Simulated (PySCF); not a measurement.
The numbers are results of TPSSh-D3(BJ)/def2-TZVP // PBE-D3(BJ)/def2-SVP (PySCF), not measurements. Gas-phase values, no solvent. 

Reference species: [V(=O)(F)3] (neutral, multiplicity 1).

The coordination number comes out as 4 and the HOMO is -10.35 eV. The HOMO–LUMO gap comes out as 5.65 eV.

After one change: the coordination number stays essentially unchanged; the HOMO goes up by 0.68 eV; the HOMO–LUMO gap rises by 1.11 eV.

### Question
Name the change that produced these shifts. The new species is one of these.
A) [Ti(F)4]
B) [Nb(=O)(F)3]
C) [W(=O)2(F)2]
D) [W(=O)(F)4]

### Answer
B, [Nb(=O)(F)3]
